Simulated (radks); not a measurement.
Q: The mean radii <r> (bohr) of the occupied orbitals of an atom or ion are listed with their occupations. Method: Dirac Kohn-Sham, BLYP, spin-unpolarised, spherical densities, point nucleus; computed with a radial shooting solver on a logarithmic mesh with Libxc functionals.

orbital  occ.      <r>
1s1/2       2  0.02717
2s1/2       2   0.1131
2p1/2       2  0.09489
2p3/2       2   0.1001
3s1/2       1   0.2685

Name the element and its charge. Open shells, if any, fill j = l - 1/2 first.

A: Z = 53, iodine, charge +44: I44+ in [He] 2s2 2p4 3s1. The 1s radius gives Z: for a bare nucleus <r> = (2 gamma + 1)/(2Z) with gamma = sqrt(1 - (Z/c)^2), 0.02683 bohr for Z = 53, and screening makes it slightly larger (0.02717 here). The occupations add up to 9, and the charge is Z minus that.
